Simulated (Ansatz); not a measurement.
Relaxation of AlClF2H2 (6 atoms, charge 0, multiplicity 1), to a largest force component of 0.03 eV/Å in at most 50 steps.

Level of theory: RKS PBE0-D4/def2-SVP (Ansatz 0.2.0).

```xyz
6
Properties=species:S:1:pos:R:3
Al 0.002 0.244 -0.072
H 0.019 0.193 1.491
F 1.417 0.370 -0.917
F -1.434 0.266 -0.891
Cl 0.082 -2.839 1.411
H 0.063 -1.615 1.946
```

Task: Where does it end, and by what steps?

Result: The run converged. After 9 steps the energy has fallen by 0.345 eV; Cl5 moved furthest, 0.73 Å. Joined: Al1–Cl5 (3.42 → 2.59 Å).

| step | energy less start (eV) | largest force component (eV/Å) | accepted |
| --- | --- | --- | --- |
| 0 | 0.0000 | 1.169 | yes |
| 1 | -0.0488 | 1.288 | yes |
| 2 | -0.1032 | 1.554 | yes |
| 3 | -0.2506 | 0.428 | yes |
| 4 | -0.3062 | 0.361 | yes |
| 5 | -0.3139 | 0.622 | yes |
| 6 | -0.3388 | 0.150 | yes |
| 7 | -0.3450 | 0.065 | yes |
| 8 | -0.3451 | 0.033 | yes |
| 9 | -0.3452 | 0.003 | yes |

```xyz
6
Properties=species:S:1:pos:R:3
Al 0.003 0.125 0.057
H -0.002 0.742 1.504
F 1.414 0.075 -0.822
F -1.417 -0.002 -0.799
Cl 0.076 -2.331 0.890
H 0.075 -1.991 2.137
```

Whether the end is a true minimum wasn't checked by a vibrational analysis.

Time of the run: 23 s on 1 thread of Arm Neoverse V2 (shared host), peak memory 0.13 GiB.
